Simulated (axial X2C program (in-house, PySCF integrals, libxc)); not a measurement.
Which molecule has these constants?

Computed with an axial X2C code built on PySCF integrals, spin-free (one-electron X2C) or two-component (2c: spin–orbit coupling with atomic mean-field Coulomb and Gaunt terms, which also bring small scalar terms), in Dyall basis sets with cores contracted in-house; open shells are unrestricted.

A two-component PBE0 calculation in a Dyall 3-zeta basis gave Re = 3.896 Å, ωe = 98.2 cm⁻¹, De = 0.58 eV, dipole magnitude 4.89 D, Ω = 0.

Which molecule is it?
A. NaCs
B. CsH
C. LiCs

A. The others have LiCs 3.735 Å and 179.4 cm⁻¹ (Ω = 0); CsH 2.474 Å and 897.7 cm⁻¹ (Ω = 0).

Each entry is the lowest single determinant of a limited PBE0 search at one distance. De goes to single-determinant-based atoms at the same level (for ions the charge split of lowest energy) and is withheld (n/a) where an atom does not fit its ground term or J level. Main or longest-lived isotopes.
